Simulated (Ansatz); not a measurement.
H3Si, SMILES [SiH3-], charge -1.

Geometry: PBE0-D3(BJ)/def2-TZVPD.

Two levels are set side by side: PBE/def2-TZVPD (Ansatz, a quantum-chemistry and plane-wave program) and ωB97X-V/def2-TZVPD (Ansatz). Energy differences of separate SCF runs at the same geometry; the states with an electron removed or added have multiplicity 2. Differences are taken from unrounded values.

```
quantity                           ωB97X-V   PBE  PBE minus ωB97X-V
---------------------------------  -------  ----  -----------------
vertical ionisation energy (eV)       1.85  1.80              -0.05
vertical singlet–triplet gap (eV)     3.52  3.09              -0.43
```
